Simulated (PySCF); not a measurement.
**H₂TcS: from structure and modes to constants**

Computed with UPBE0 in PySCF with Tc def2-TZVP with ECP28, S def2-TZVP, H def2-TZVP; scalar-relativistic core potentials, no spin–orbit coupling; density-fitted integrals.

The quartet minimum has Cs symmetry. Masses (u): Tc 98.90722, S 31.97207, H 1.00782.

```xyz
4
charge 0 multiplicity 4, angstrom
Tc    0.0000    0.1460   -0.4668
S     0.0000   -0.4436    1.5099
H     1.2899   -0.6294   -1.1106
H    -1.2899   -0.6294   -1.1106
```

Harmonic wavenumbers (cm⁻¹): 251.1 (a', ×1), 455.6 (a'', ×1), 520.0 (a', ×1), 577.0 (a', ×1), 1989.3 (a'', ×1), 2006.4 (a', ×1).

(1) What is the harmonic zero-point energy?

(2) Find the vibrational entropy and heat capacity at 298.15 K.

Results:

(1) Half the sum of all 6 wavenumbers, 5800/2 = 2900 cm⁻¹, which is 34.7 kJ/mol (1 cm⁻¹ = 0.0119627 kJ/mol).

(2) With u = 1.43878 ω/T, each mode gives S = R[u/(eᵘ−1) − ln(1−e⁻ᵘ)] and C = R u² eᵘ/(eᵘ−1)².
```json
{"ω (cm⁻¹)": "251.1", "u": "1.212", "S (J/(mol K))": "7.21", "C (J/(mol K))": "7.37"}
{"ω (cm⁻¹)": "455.6", "u": "2.199", "S (J/(mol K))": "3.26", "C (J/(mol K))": "5.64"}
{"ω (cm⁻¹)": "520.0", "u": "2.509", "S (J/(mol K))": "2.55", "C (J/(mol K))": "5.04"}
{"ω (cm⁻¹)": "577.0", "u": "2.785", "S (J/(mol K))": "2.05", "C (J/(mol K))": "4.52"}
{"ω (cm⁻¹)": "1989.3", "u": "9.600", "S (J/(mol K))": "0.01", "C (J/(mol K))": "0.05"}
{"ω (cm⁻¹)": "2006.4", "u": "9.682", "S (J/(mol K))": "0.01", "C (J/(mol K))": "0.05"}
```
The sums over all modes are S = 15.1 and C = 22.7 J/(mol K); the softest mode gives 48 % of the entropy.

Only a few start shapes were tried, so a lower isomer may exist. Open d and f shells are described by one determinant, and the ground state may have another occupation or spin.
